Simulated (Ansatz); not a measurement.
Gas-phase electronic energies from Ansatz, PBE0-D4/def2-TZVP geometries. CBS: MP2 limit from def2 TZ/QZ plus the TZ coupled-cluster correction, frozen cores. This one scheme is used for every species. Functionals use def2-TZVPP. For Se outer-core shells are correlated without core-valence functions, which leaves a few kJ/mol of doubt a bond. Scalar relativity is left out up to krypton. Each species was taken in one conformer, which may not be the lowest.

`BS[SiH2]OC` + `NC(O)[SeH]` → `B[Se]C(N)O` + `CO[SiH2]S`  (ligand exchange at a B–S bond)

`BS[SiH2]OC`:

Z-matrix (Å, degrees):
```
Si
S 1 2.156
O 1 1.633 2 112.1
H 1 1.476 2 110.1 3 118.1
H 1 1.487 2 104.9 3 -120.5
B 2 1.779 1 99.2 3 -71.1
C 3 1.411 1 123.9 2 -61.0
H 6 1.192 2 117.0 1 178.2
H 6 1.193 2 121.2 1 -2.1
H 7 1.095 3 111.1 1 65.9
H 7 1.096 3 111.4 1 -55.5
H 7 1.091 3 108.0 1 -174.8
```

`NC(O)[SeH]`:

Z-matrix (Å, degrees):
```
C
O 1 1.384
Se 1 2.060 2 106.4
N 1 1.403 2 107.7 3 -125.5
H 1 1.094 2 113.5 3 112.7
H 2 0.962 1 108.1 3 -49.1
H 3 1.468 1 94.4 2 149.5
H 4 1.012 1 111.6 2 59.1
H 4 1.009 1 112.0 2 -177.7
```

`B[Se]C(N)O`:

Cartesian coordinates in Å:
```
B -0.398 0.287 -2.017
Se -1.089 -0.962 -0.796
C -0.390 -0.253 0.944
N 0.821 -0.954 1.215
O -0.344 1.133 0.989
H -0.629 0.092 -3.169
H 0.253 1.231 -1.673
H -1.147 -0.545 1.673
H 1.507 -0.837 0.480
H 1.219 -0.646 2.096
H 0.197 1.452 0.257
```

`CO[SiH2]S`:

```xyz
10

C     1.205   -0.871   -0.776
O     0.035   -0.740   -0.001
Si   -0.441    0.689    0.645
S    -2.387    0.496    1.464
H     1.205   -1.865   -1.227
H     1.245   -0.125   -1.579
H     2.105   -0.769   -0.160
H    -0.400    1.728   -0.419
H     0.419    1.096    1.785
H    -2.986    0.361    0.269
```

```tsv
level	ΔE (kJ/mol)
B2PLYP	-2.7
HF/def2-TZVPP	5.4
MP2/def2-TZVPP	-7.5
SCS-MP2/def2-TZVPP	-5.2
CCSD/def2-TZVPP	-6.9
CCSD(T)/def2-TZVPP	-8.0
HF/CBS(def2)	6.0
CCSD/CBS(def2)	-5.9
```

Q: What does CCSD(T)/CBS give? (An estimate is asked.)

A: The calculation gave: -7.0 kJ/mol. The listed levels differ from it by 4.3, 12.4, -0.5, 1.8, 0.1, -1.0, 13.0, 1.1 kJ/mol.

Largest T1 diagnostic among the species: 0.013.

In def2-TZVPP, CCSD(T) changes the Hartree–Fock value by −13.4 kJ/mol (the triples alone add −1.0 kJ/mol) and MP2 by −12.9 kJ/mol.

CCSD(T)/CBS has its own doubt, a few kJ/mol and more with outer-core shells, so smaller differences from it don't rank the levels.
